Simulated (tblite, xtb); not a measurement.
Cl$_{3}$Sb, singlet, at a GFN2-xTB geometry. Base run: GFN1-xTB in xtb.

Geometry (Å):
```xyz
4

Sb     0.0048    -0.0008     0.6193
Cl    -1.7602    -0.9656    -0.6068
Cl     0.0360     2.0042    -0.6171
Cl     1.7097    -1.0362    -0.6340
```
Charge 0, spin multiplicity 1.
All else is at xtb's defaults.
Base energy -15.42896 Eh.

Programs used: tblite, xtb; a row that names a program was run with it.

The base run was repeated with changes; each row names its change, and settings that it needs were set with it.

```
change                           ΔE vs base (kJ/mol)  HOMO-LUMO gap (eV)  dipole (D)  G_solv (kcal/mol)  SCF cycles
-------------------------------  -------------------  ------------------  ----------  -----------------  ----------
base                                            0.00                5.89        5.69                  -           7
acc = 30                                        0.00                5.89        5.69                  -           7
etemp = 1000                                    0.00                5.89        5.69                  -           7
alpb = cs2                                    -25.48                5.92        5.81              -6.14           7
alpb = ether                                  -24.59                5.91        5.75              -5.89           7
program = tblite; method = gfn1                 0.00                   -           -                  -           -
gbsa = toluene                                -22.40                5.91        5.79              -5.40           7
acc = 0.1                                       0.00                5.89        5.69                  -           8
etemp = 5000                                   -0.54                5.90        5.67                  -           8
```

ALPB and GBSA are two models with their own fitted parameters for each solvent, which aren't always the measured dielectric constant.
